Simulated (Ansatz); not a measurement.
Two structures of GaSiNH₈, singlet, reached by relaxing down either side of one saddle point (PBE0-D4/def2-TZVP). Energies are electronic, without zero-point energy. Computed with Ansatz 0.2.0 (basis: def2-TZVPP and def2-QZVPP); correlated methods freeze the cores. Filled d shells of the heavier atoms are correlated. The def2 sets are not built for correlating such inner shells, so the correlated values are less sure here. Extrapolation: Hartree–Fock as exp(−7.88 √X), correlation as X^−2.97. First:

| atom | x (Å) | y (Å) | z (Å) |
| --- | --- | --- | --- |
| Ga1 | -0.2404 | -0.1687 | -1.0679 |
| Si2 | 0.3902 | -1.6514 | 0.7380 |
| H3 | 0.8587 | 0.1817 | -2.1501 |
| H4 | -1.7543 | -0.1506 | -1.5251 |
| H5 | 0.6930 | 1.9012 | 0.3747 |
| N6 | -0.2242 | 1.7074 | -0.0113 |
| H7 | 1.6843 | -1.2505 | 1.3761 |
| H8 | -0.6077 | -1.6682 | 1.8532 |
| H9 | 0.5606 | -3.0699 | 0.3080 |
| H10 | -0.8946 | 1.7079 | 0.7491 |
| H11 | -0.4655 | 2.4611 | -0.6448 |

Second:

Ga1  (-0.517, 0.594, -1.246)
Si2  (0.677, -1.713, 1.205)
H3  (0.802, 0.132, -1.945)
H4  (-1.797, -0.279, -1.041)
H5  (0.378, -0.275, 0.937)
N6  (-0.612, 2.332, -0.730)
H7  (2.110, -1.835, 1.572)
H8  (-0.178, -2.171, 2.327)
H9  (0.390, -2.503, -0.015)
H10  (-1.405, 2.736, -0.260)
H11  (0.152, 2.982, -0.803)
(Å)

**Question.** Which bonds change from the first to the second?

**Answer.** GaSiH₅ ([SiH3][GaH2]) + NH₃ → GaNH₄ ([NH2][GaH2]) + SiH₄; bonds formed: Si2–H5; dative contacts that become bonds: Ga1–N6; bonds broken: Ga1–Si2, H5–N6.

**Question.** Give the saddle point's structure and its height above each. (An estimate is asked for; the value comes from the calculation.)

**Answer.** By the calculation: 188.8 kJ/mol above the first and 135.9 kJ/mol above the second (CCSD(T) at an estimated basis limit (MP2 extrapolated from triple and quadruple zeta, plus CCSD(T) − MP2 in triple zeta)).
Ga1  (-0.446, 0.130, -1.246)
Si2  (0.513, -1.246, 0.937)
H3  (0.739, -0.028, -2.248)
H4  (-1.896, -0.437, -1.344)
H5  (0.109, 0.469, 0.529)
N6  (-0.298, 1.711, -0.099)
H7  (1.939, -1.190, 1.365)
H8  (-0.332, -1.548, 2.127)
H9  (0.387, -2.417, 0.012)
H10  (-1.135, 2.158, 0.249)
H11  (0.420, 2.398, -0.282)
(Å)

No T1 diagnostic of these runs exceeds 0.014. The end structure is not quite a true minimum (one mode of 53i cm⁻¹).

Labels in which every atom is bracketed show which atoms are joined, not bond orders.

For scale, one of the runs: CCSD(T)/def2-TZVPP, 233 basis functions, launched by `ansatz run in.yaml --threads 4 --pin off --events-out ev --progress --plain --max-ram 9574MiB`. The run took 98 s on 4 CPU threads of an Arm Neoverse V2 (shared host), with 3.9 GiB of host memory at its peak.
